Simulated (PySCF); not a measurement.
SMILES CO[SiH2][SiH2]B(O)O, singlet, GFN2-xTB optimised geometry.

```
16

C      1.83     0.55     2.14
O      2.14     0.17     0.84
Si     1.56    -1.10     0.00
Si    -0.76    -1.10     0.00
B     -1.50     0.72     0.00
O     -1.96     1.25    -1.16
O     -1.46     1.43     1.16
H      0.75     0.71     2.26
H      2.36     1.47     2.37
H      2.14    -0.23     2.85
H      2.27    -0.81    -1.24
H      2.12    -2.34     0.57
H     -1.23    -1.88     1.17
H     -1.22    -1.92    -1.14
H     -2.27     2.16    -1.16
H     -1.78     2.34     1.14
```

Density from PBE0/def2-TZVP run with PySCF at that geometry.

Minimum of the electron density along straight lines between bonded atoms, close to the bond critical point (lines longer than 1.1 times the sum of covalent radii, or with two minima, are not listed):

```csv
bond,length / Å,ρ at the minimum / e bohr⁻³,∇²ρ there / e bohr⁻⁵,position (fraction from the first atom)
C1–O2,1.393,0.266,-0.48,0.34
O2–Si3,1.635,0.139,0.88,0.59
Si3–Si4,2.324,0.096,-0.18,0.54
Si4–B5,1.969,0.117,0.01,0.39
B5–O6,1.353,0.211,1.01,0.33
B5–O7,1.359,0.208,1.01,0.33
C1–H8,1.094,0.284,-1.00,0.65
C1–H9,1.091,0.285,-1.01,0.65
C1–H10,1.093,0.283,-0.99,0.64
Si3–H11,1.461,0.126,0.18,0.49
Si3–H12,1.474,0.123,0.18,0.49
Si4–H13,1.482,0.118,0.18,0.49
Si4–H14,1.473,0.119,0.20,0.49
O6–H15,0.961,0.359,-2.45,0.81
O7–H16,0.961,0.359,-2.45,0.81
```
